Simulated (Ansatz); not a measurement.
Computed with Ansatz on PBE0-D4/def2-TZVP structures; ΔE is electronic, products minus reactants. CCSD(T)/CBS is the MP2 limit (def2-TZVPP, def2-QZVPP) plus CCSD(T) − MP2 in def2-TZVPP, frozen cores. Functionals use def2-TZVPP. B3LYP here is the variant with VWN-RPA as its local correlation; programs differ in this. For Ge outer-core shells are correlated without core-valence functions, which leaves a few kJ/mol of doubt a bond. Scalar relativity is left out up to krypton. One conformer a species, not always the lowest.

`[SiH3][SiH2][SiH2][GeH2][SiH2][GeH3]` + `[SiH3][SiH2][GeH3]` → `[SiH3][SiH2][GeH2][GeH2][SiH2][GeH3]` + `[SiH3][SiH2][SiH3]`  (formal exchange of groups at a Ge–Si bond)

Q: Is it downhill or uphill in electronic energy at CCSD(T)/CBS, and by how much? (Estimate.)

A: Computed: Downhill: ΔE = -15.2 kJ/mol.

Q: What do these levels give: B97M-V, B3LYP-D4, r2SCANh-D4, r2SCAN, B3LYP, HF/def2-TZVPP? (Estimate.)

A: Computed: B97M-V -5.2, B3LYP-D4 -15.3, r2SCANh-D4 -12.5, r2SCAN -12.2, B3LYP -15.4, HF/def2-TZVPP -17.5 kJ/mol.

Largest T1 diagnostic among the species: 0.013.

Leaving LDA and LC-ωPBE aside and taking each functional with its dispersion term where it has one, the values, not all of them listed here, spread over 11.5 kJ/mol, from BHLYP-D4 to B97M-V.
